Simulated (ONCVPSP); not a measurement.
technetium: one change to an ONCV potential, before and after

technetium, optimised norm-conserving Vanderbilt (ONCV), made with ONCVPSP 4.0.1 (PBE, non-relativistic). Core [Ar] 3d10, reference 4s2 4p6 4d4 (charge +3). Waves: 4s: rc 1.90 bohr, ncon 3, nbas 7, qcut 8.2 1/bohr, 2 projectors, debl 1.5 Ha; 4p: rc 1.70 bohr, ncon 3, nbas 8, qcut 9.8 1/bohr, 3 projectors, debl 1.8 Ha; 4d: rc 1.85 bohr, ncon 4, nbas 8, qcut 7.6 1/bohr, 2 projectors, debl 0.8 Ha. Local part: polynomial inside 1.10 bohr (lpopt 1, dvloc0 2 Ha). Core correction: Teter function, parameters optimised by the program.

In the s channel the program set the typed energies aside and used -3.657, 0.050 Ha. In the p channel the program set the typed energies aside and used -2.738, 0.250, 2.050 Ha. In the d channel the program set the typed energies aside and used -1.308, 0.250 Ha.

Change: s: qcut 5.6; p: qcut 6.7; d: qcut 5.2.

Cutoffs: the cutoffs (Ha) at which the residual kinetic energy of the hardest occupied pseudo-wave falls to 1 and 0.1 mHa per electron; they do not see the model core or the augmentation charge, which bear on the density cutoff. Errors are all-electron minus pseudo energies relative to the spin-unpolarised reference configuration.

Task: What does the change do?

Result: The potential gets harder (25 Ha and 32 Ha → 51 Ha and 69 Ha); the bound ghost in d disappears; of the 4 tests that both files solve, the error grows in 4 and shrinks in 0 by more than 15 % and 0.3 meV (median size 3.8 → 19.9 meV); the range in which the s phases agree narrows (upper end 4.8 → 3.3).

| quantity | base | changed |
| --- | --- | --- |
| cutoff, loose | 25 Ha | 51 Ha |
| cutoff, tight | 32 Ha | 69 Ha |
| loose cutoff by channel | s 20 Ha, p 25 Ha, d 21 Ha | s 9.1 Ha, p 13 Ha, d 51 Ha |
| bound ghosts | d | none |
| GHOST(+) flags under 300 eV | none | none |
| error for 4s2 4p6 4d5 5s2, meV [ΔE -51.21 eV] | +4.3 | +23 |
| error for 4s2 4p6 4d5 5s1, meV [ΔE -43.40 eV] | +4.7 | +23 |
| error for 4s2 4p6 4d5, meV [ΔE -29.08 eV] | +3.2 | +17 |
| error for 4s2 4p6 4d5 5p1, meV [ΔE -39.22 eV] | +3.1 | +14 |
| s: phases at 1.93 bohr within 0.05 rad from the reference energy up to (Ha; the scan ends near 5) | 4.8 | 3.3 |
| p: phases at 1.73 bohr within 0.05 rad from the reference energy up to (Ha; the scan ends near 5) | to the end of the scan | to the end of the scan |
| d: phases at 1.88 bohr within 0.05 rad from the reference energy up to (Ha; the scan ends near 5) | to the end of the scan | to the end of the scan |
| rms error of d²Exc/dni dnj with the model core, mHa | 0.27 | 1.26 |

 A true bound ghost makes a file unfit for plane-wave use even where its test errors are small: the radial tests pick states by their node count and pass the ghost by.
